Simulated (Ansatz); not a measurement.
A structure relaxed at PBE-D4/def2-SVP in Ansatz, charge 0, doublet:

```
atom    x (Å)    y (Å)    z (Å)
 Sb1  -1.3707  -0.9093  -0.4234
 Te2   0.0121  -2.3828   1.5696
 Te3   1.3066   2.1808  -0.6396
 Te4  -1.3552   1.9434  -0.0066
 Te5   1.4071  -0.8322  -0.5001
```

Problem. Give its formula.

Solution. SbTe₄.

Problem. Summarise the bond lengths by kind (pairs closer than 1.2 times the sum of covalent radii, bridged metal pairs left out).

Solution. 3 × Sb–Te 2.78 to 2.88 Å; 3 × Te–Te 2.75 to 3.02 Å.

In the def2 sets Sb, Te take a core potential; there is no spin–orbit coupling. The relaxation made no stability test and no search for a lower SCF solution. Another isomer (doublet) lies 0.53 eV lower at PBE0-D4/def2-TZVP; other spin states weren't run for this one.
